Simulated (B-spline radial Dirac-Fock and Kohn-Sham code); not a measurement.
K-line shifts caused by a second vacancy in Pd⁷⁺

System: palladium as Pd⁷⁺, [Kr] 4d3.

Input of the calculation (task.json; shells as n, l, electrons):

```json
{"items": [{
  "Z": 46,
  "q": 7,
  "cfg": [[1, 0, 2], [2, 0, 2], [2, 1, 6], [3, 0, 2], [3, 1, 6], [3, 2, 10], [4, 0, 2], [4, 1, 6], [4, 2, 3]],
  "A": 106,
  "rrms": 4.5318,
  "do": ["binding", "quiet", "double"]
}]}
```

Launch: `python xray_run.py task.json out`

The computed values come from a radial finite-basis atomic code: Dirac-Fock (average of configuration) total-energy differences with a finite nucleus, the Breit interaction including its frequency dependence, and self-energy and vacuum-polarisation corrections. Each two-hole energy is an average over J within one jj subconfiguration, not an observable level; in light atoms, where LS coupling holds, the j-resolved values are not observed lines, and for a K spectator the Kα1 hypersatellite is nearly forbidden. Electron correlation is not included.

Lines without a spectator: Kα2 (K-L2) 21017.1 eV, Kα1 (K-L3) 21174.2 eV, Kβ3 (K-M2) 23789.0 eV, Kβ1 (K-M3) 23817.2 eV. Shifts in eV with one spectator hole (a dash: not computed, or left out as unreliable):

```csv
spectator hole,Kα2,Kα1,Kβ3,Kβ1
L2 (2p1/2),+56.2,+70.4,–,+151.3
L3 (2p3/2),+56.5,+56.2,+136.3,–
M2 (3p1/2),–,+7.67,+18.22,+22.12
M3 (3p3/2),+5.87,–,+19.23,+18.67
M4 (3d3/2),+0.85,-1.50,–,–
M5 (3d5/2),-1.89,-0.20,–,–
```

Question: Where does the K-L3 hypersatellite lie, emitted when both K electrons are missing?

Answer: +534.6 eV from the normal line, at 21708.8 eV. Removing both K electrons costs 49708.8 eV, which is 731.2 eV more than twice the K binding energy.

With n spectator holes in 2p, averaged over the 2p shell (energies in eV):

```csv
n,KαLⁿ,step,hypersatellite KαʰLⁿ
0,21121.8,–,21651.8
1,21181.9,+60.1,21713.3
2,21243.2,+61.3,21776.0
3,21305.8,+62.6,21840.0
4,21369.6,+63.9,21905.3
5,21434.8,+65.2,21971.9
```

Run: 30 s of CPU time on 1 thread of Neoverse-V1 (shared host), peak memory 0.42 GiB.
